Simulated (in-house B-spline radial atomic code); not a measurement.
Binding energies in the calcium ion Ca³⁺

NIST's tabulated ground configuration is [Ne] 3s2 3p5; each binding energy is the energy of the ion with one electron taken from that subshell, relaxed, less that of the parent. Computed with a radial B-spline atomic code at the basis-set limit: Dirac-Hartree-Fock, average of configuration, Fermi nucleus of rms radius 3.4776 fm. Energies include first-order Breit, QED and recoil terms.

| subshell | X-ray name | binding energy (eV) | -ε (eV) | relaxation (eV) |
| --- | --- | --- | --- | --- |
| 1s | K | 4087.5 | 4122.3 | 30.0 |
| 2s | L1 | 488.2 | 496.8 | 8.3 |
| 3s | M1 | 91.08 | 92.14 | 1.02 |
| 3p | M2,3 | 67.05 | 68.02 | 0.95 |

Relaxation = -ε minus the binding energy without Breit, QED and recoil terms.

(1) What does it cost to remove both a 3s and a 3p electron?

(2) What does it cost to remove two 3p electrons?

(3) What does it cost to remove two 3s electrons?

## Answers

(1) 175.38 eV, which is 17.25 eV more than the two single binding energies together.

(2) 152.37 eV, which is 18.27 eV more than the two single binding energies together.

(3) 202.53 eV, which is 20.36 eV more than the two single binding energies together.
